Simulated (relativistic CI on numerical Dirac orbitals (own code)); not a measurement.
# Er XXVIII: sensitivity of the levels to the model

Base calculation: Dirac-Coulomb-Breit CI, KLI orbitals optimised for each configuration, QED by a radiative potential, unscaled Slater integrals.

CI space (outside the closed core [Ar] 3d10): 4s²4p⁶4d⁵, 4s²4p⁵4d⁶, 4s²4p⁶4d⁴4f, 4s4p⁶4d⁶, 4s²4p⁵4d⁵4f, 4s4p⁶4d⁵4f, 4s²4p⁶4d⁴5s, 4s²4p⁶4d³4f5s, 4s²4p⁶4d⁴5p, 4s²4p⁶4d⁴5d, 4s²4p⁵4d⁵5s, 4s²4p⁶4d³5s5p, 4s²4p⁶4d⁴5f, 4s²4p⁶4d⁴5g, 4p⁶4d⁶4f, 4s²4p⁶4d⁴6s, 4s²4p⁶4d⁴6p, 4s4p⁶4d⁵5p, 4p⁶4d⁷, 4p⁵4d⁸, 4p⁵4d⁷4f, 4s²4p⁶4d³5s², 4s²4p⁶4d²4f5s², 4s²4p⁵4d³4f5s², 4s4p⁶4d³4f5s². Double excitations out of closed p, d and f shells are left out; levels of such configurations are missing from the list, as are those of other unlisted configurations, and high levels can miss mixing partners. These lack a partner that the ground configuration has and come out too high: 4s²4p⁵4d⁵5s.

The lowest level and the first level of each name with at least 55 % of one term (blank where a level has no safe partner in the second run):

| Level | Base (cm⁻¹) | Shift (cm⁻¹) |
| --- | --- | --- |
| 4s²4p⁶4d⁵ ⁶S5/2 | 0 | 0 |
| 4s²4p⁶4d⁵ ²I11/2 | 165685 | -7 |
| 4s²4p⁶4d⁵ ⁴D1/2 | 179945 | -7 |
| 4s²4p⁶4d⁵ ²I13/2 | 180674 | -9 |
| 4s²4p⁶4d⁵ ²G7/2 | 213201 | -16 |
| 4s²4p⁶4d⁵ ⁴F5/2 | 220477 | -8 |
| 4s²4p⁶4d⁵ ²G9/2 | 258488 | -13 |
| 4s²4p⁶4d⁵ ²H11/2 | 281551 | -2 |
| 4s²4p⁶4d⁵ ²P3/2 | 310433 | -27 |
| 4s²4p⁶4d⁵ ²P1/2 | 358627 | -25 |
| 4s²4p⁵4d⁶ ⁶F°11/2 | 1170228 | -232 |
| 4s²4p⁵4d⁶ ⁶F°9/2 | 1241553 | -238 |
| 4s²4p⁵4d⁶ ⁴H°13/2 | 1268569 | -245 |
| 4s²4p⁵4d⁶ ⁴I°15/2 | 1301705 | -237 |

At this charge energies of transitions that change n are usually good to better than 1 %, and those within a shell (Δn = 0) to a few per cent. Terms inside the open d or f shell come out 10 to 20 % too wide with unscaled integrals.

(1) One thing was changed in a second run, which moved the levels as shown. Which?
A. Breit term removed
B. configuration mixing switched off
C. one mean potential for all configurations
D. QED terms removed

Results:

(1) C. One mean potential for all configurations. One potential for all configurations removes the relaxation of the orbitals, which moves whole configurations and changes the integrals a little.

LS names give the leading component of a level, which can be under half, so a name can repeat, a term be missing and a line seem to break the LS rules.
